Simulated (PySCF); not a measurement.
C₈H₉F.
SMILES: `Cc1ccc(CF)cc1`

Vertical excitations from PySCF (density fitting, frozen core in the response, grid level 2 and gas phase unless stated; continuum runs use non-equilibrium linear response for the excitations) on a GFN2-xTB geometry. Reference run:

```json
{"settings": "PBE0/def2-SVPD, full TDDFT, 6 singlets", "S1, eV (f)": "5.34 (0.007)", "S2, eV (f)": "5.99 (0.073)", "S3, eV (f)": "6.65 (0.000)", "S4, eV (f)": "6.90 (0.431)", "S5, eV (f)": "6.95 (0.734)", "S6, eV (f)": "7.03 (0.003)", "T1, eV (Tamm–Dancoff)": "4.04", "mean α (au)": "92.6"}
```

Task: What do these settings give: (1) CAM-B3LYP/def2-SVPD, IEF-PCM benzene, energy threshold 1e-08 Eh, full TDDFT, 1 singlet; (2) B3LYP/pcSseg-1, TDA, 25 singlets?

Result: 
| settings | S1, eV (f) | S2, eV (f) | S3, eV (f) | S4, eV (f) | S5, eV (f) | S6, eV (f) | T1, eV (Tamm–Dancoff) | mean α (au) |
| --- | --- | --- | --- | --- | --- | --- | --- | --- |
| CAM-B3LYP/def2-SVPD, IEF-PCM benzene, energy threshold 1e-08 Eh, full TDDFT, 1 singlet | 5.36 (0.014) | – | – | – | – | – | 4.08 | 106.0 |
| B3LYP/pcSseg-1, TDA, 25 singlets | 5.34 (0.005) | 6.17 (0.089) | 7.08 (0.002) | 7.36 (0.053) | 7.39 (0.428) | 7.46 (1.176) | 4.12 | 82.9 |

(1) S1 moves by +0.02 eV; functional and environment change together, so the shift can't be laid on one. (2) S1 stays within 0.01 eV; functional, basis and response scheme change together, so the shift can't be laid on one. States are counted by energy in each run and needn't keep their character from row to row.

Task: Which orbital pairs make up S1 in each run, and how does it sit against the orbital gap?

Result: 
| settings | S1 configurations (weight) | S1 (eV) | orbital gap (eV) | S1 − gap (eV) |
| --- | --- | --- | --- | --- |
| PBE0/def2-SVPD, full TDDFT, 6 singlets | H→L 0.55, H−1→L+1 0.23, H→L+1 0.12 | 5.34 | 6.57 | -1.23 |
| CAM-B3LYP/def2-SVPD, IEF-PCM benzene, energy threshold 1e-08 Eh, full TDDFT, 1 singlet | H→L 0.58, H−1→L+1 0.22, H→L+1 0.11 | 5.36 | 8.82 | -3.46 |
| B3LYP/pcSseg-1, TDA, 25 singlets | H→L 0.45, H−1→L+1 0.26, H→L+1 0.15 | 5.34 | 6.23 | -0.89 |

Geometry: GFN2-xTB, one conformer.

Shape of the structure used: `[CH3:1][c:2]1[cH:3][cH:4][c:5]([CH2:6][F:7])[cH:8][cH:9]1`: C4–C5–C6–F7 0°.
